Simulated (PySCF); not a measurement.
## Telling isomers of C₇H₈O₂ apart by NMR

- σ from GIAO-PBE0/pcSseg-1
- GFN2-xTB structure
- run in PySCF
- a single conformation, fast rotation and ring inversion assumed for equivalent nuclei, no relativistic terms, isolated molecule

Referencing at the same level of theory: 1H (σref 31.72) and 13C (σref 186.93) vs TMS. Where no couplings were computed, multiplicities follow the n + 1 count of equivalent neighbours, and m marks all less simple cases (inequivalent or close neighbours, rings, F or P nearby). Acid and N–H amide carbonyl carbons lie up to 10 ppm further downfield in solution (hydrogen bonding). Shifts are as computed. Against solution values, carbons near 30 ppm lie about +3 ppm off and those near 130 ppm about +5 ppm. Of 1211 compounds with measured shifts, 218 miss one by over three times the rms of a fit or turn the order of signals round; such compounds aren't used in these exercises. OH and NH positions are gas-phase values without hydrogen bonding to other molecules.

(1) Tabulate the signals of `Cc1cc(=O)cc(C)o1`, `CC#C/C=C(\C=O)CO`, `O=C(O)[C@@]12CC=C[C@@H]1C2` and their relative energies.

(2) What is the quickest way to tell CC#C/C=C(\C=O)CO from O=C(O)[C@@]12CC=C[C@@H]1C2?

(3) What is the quickest way to tell Cc1cc(=O)cc(C)o1 from O=C(O)[C@@]12CC=C[C@@H]1C2?

(4) What is the quickest way to tell Cc1cc(=O)cc(C)o1 from CC#C/C=C(\C=O)CO?

Answers

(1) 
| SMILES | carbon types | δC | δH | E rel. (kcal/mol) |
| --- | --- | --- | --- | --- |
| Cc1cc(=O)cc(C)o1 | 3×C 2×CH 2×CH3 | 179.1, 169.2, 122.5, 23.1 | 6.12 (s, 2H), 2.24 (s, 6H) | 0.0 |
| CC#C/C=C(\C=O)CO | 3×C 2×CH 1×CH2 1×CH3 | 200.7, 156.4, 136.0, 115.7, 81.7, 69.4, 6.4 | 10.53 (s, 1H), 6.70 (s, 1H), 4.59 (s, 2H), 3.20 (br s, 1H), 2.40 (s, 3H) | 55.6 |
| O=C(O)[C@@]12CC=C[C@@H]1C2 | 2×C 3×CH 2×CH2 | 178.9, 140.7, 139.1, 41.8, 41.3, 31.3, 29.3 | 6.15 (m, 1H), 5.80 (br s, 1H), 5.76 (m, 1H), 3.54 (m, 1H), 2.52 (m, 1H), 2.49 (m, 1H), 1.97 (m, 1H), 0.39 (m, 1H) | 6.0 |

Energies are electronic energies at PBE0/pcSseg-1 on these geometries, without zero-point or thermal terms, each for the one conformer computed, which needn't be the lowest.

(2) Both give the same number of carbon signals, but DEPT or the intensities differ. The first has an alkyne carbon (C) at 115.7 ppm, the second a three-membered-ring carbon (CH) at 41.8 ppm. Their most deshielded carbons lie at 200.7 and 178.9 ppm. In the proton spectra the most deshielded non-exchanging signals are 10.53 (s, 1H) and 6.15 (m, 1H).

(3) Count the carbon signals: 4 against 7. The first has a methyl carbon on an unsaturated ring (CH3) at 23.1 ppm, the second a three-membered-ring carbon (CH) at 41.8 ppm. Their most deshielded carbons lie at 179.1 and 178.9 ppm.

(4) Count the carbon signals: 4 against 7. The first has a ring carbonyl carbon (C) at 179.1 ppm, the second an aldehyde carbonyl carbon (CH) at 200.7 ppm. In the proton spectra the most deshielded non-exchanging signals are 6.12 (s, 2H) and 10.53 (s, 1H).
